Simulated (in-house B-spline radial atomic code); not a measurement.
**B97-1 excitations of Si4+**

Method: B97-1. Computed with an all-electron radial atomic-structure program (B-spline basis): linear response of the closed shell [He] 2s2 2p6 with the functional's adiabatic kernel; non-relativistic, point nucleus, no spin-orbit coupling, no double excitations, S, P, D and F terms only. Only terms of natural parity with L up to 3 were computed.

Command:
```bash
python run_td.py task.json out
```
Settings (radii: box in bohr, nucleus in fm):
```
Z                        14
electrons                10
configuration            [He] 2s2 2p6
hamiltonian              nr
method                   b97_1
box_radius               19.1
intervals                51
```

Run time, properties included: 0.1 s on 1 thread of Intel(R) Xeon(R) 6975P-C (Granite Rapids) (shared host).

The lowest states, in the order of their Tamm-Dancoff energies; the method's threshold (minus the highest occupied level) is 153.06 eV. Labels give the largest channel, * marks a mixed state, and oscillator strengths are full-response dipole values. Semilocal kernels can invert the small singlet-triplet splittings of Rydberg terms. Energies in eV:

```
     state  full response  Tamm-Dancoff  oscillator strength
2p → 3s 3P          99.92         99.93                    -
2p → 3s 1P              ?             ?                    ?
2p → 3p 3S         108.27        108.32                    -
2p → 3p 3D         109.23        109.24                    -
2p → 3p 1D         109.92        109.92                    -
2p → 3p 1S         114.52        114.94                    -
2p → 3d 3P         121.40        121.41                    -
2p → 3d 3F         121.61        121.62                    -
2p → 3d 1F         121.96        121.97                    -
2p → 3d 1P              ?             ?                    ?
2p → 4s 3P         129.13        129.13                    -
2p → 4s 1P         129.38        129.39               0.0345
2p → 4p 3S         131.97        131.98                    -
2p → 4p 3D         132.21        132.22                    -
2p → 4p 1D         132.40        132.40                    -
2p → 4p 1S         133.73        133.85                    -
2p → 4d 3P         136.30        136.31                    -
2p → 4d 3F         136.35        136.35                    -
2p → 4d 1F         136.45        136.45                    -
2p → 4d 1P         136.99        137.02                0.316
2p → 4f 3D         137.54        137.55                    -
2p → 4f 1D         137.67        137.67                    -
```

(1) Where does 2p → 3d 1P lie?

(2) Where does 2p → 3s 1P lie?

(3) How large is the singlet-triplet splitting of 2p → 3s (P terms) in Tamm-Dancoff?

(4) What polarisabilities and dispersion coefficient does the method give?

## Answers

(1) At 123.30 eV in full response, 123.37 eV in Tamm-Dancoff, oscillator strength 0.902.

(2) At 100.85 eV in full response, 100.87 eV in Tamm-Dancoff, oscillator strength 0.21.

(3) 0.939 eV, from the unrounded values.

(4) Dipole 0.1689 bohr³, quadrupole 0.1102 bohr⁵, C6 0.1257 hartree·bohr⁶ for two such species.
